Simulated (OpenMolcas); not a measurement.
Ionisation energies of neodymium

| Property | Result |
| --- | --- |
| Program | OpenMolcas |
| Basis | ANO-RCC-VDZP [7s6p4d2f1g] |
| Scalar Hamiltonian | DKH2, point nucleus |
| Spin-orbit coupling | RASSI with atomic mean-field integrals over the reference wave functions, term energies averaged over their components |

Active shells in each charge state: the valence f shell, with orbitals averaged over the low states. Where CASPT2's correlated closed shells are named, they are those of the first ion.

A. CASSCF
B. SS-CASPT2, IPEA 0.25 Eh, imaginary shift 0.1 Eh (closed shells correlated: 5s 5p)
C. SS-CASPT2, IPEA 0 Eh, imaginary shift 0.1 Eh (closed shells correlated: 5s 5p)
D. SS-CASPT2, IPEA 0.25 Eh, imaginary shift 0.1 Eh (closed shells correlated: 4d 5s 5p)

Energies in eV between the lowest computed levels, named as in B; reference values from the NIST Atomic Spectra Database with their kind.

```tsv
From	To	A	B	C	D	Spin-orbit share in B	Reference
Nd2+ 4f4 5I4	Nd3+ 4f3 4I* 9/2	19.876	21.820	21.954	21.954	-0.061	22.090 (semi-empirical)
Nd3+ 4f3 4I* 9/2	Nd4+ 4f2 3H4	40.169	41.215	41.286	41.109	+0.034	40.600 (semi-empirical)
```

The lowest level within the active space need not be the ion's true ground level.

* marks odd parity.
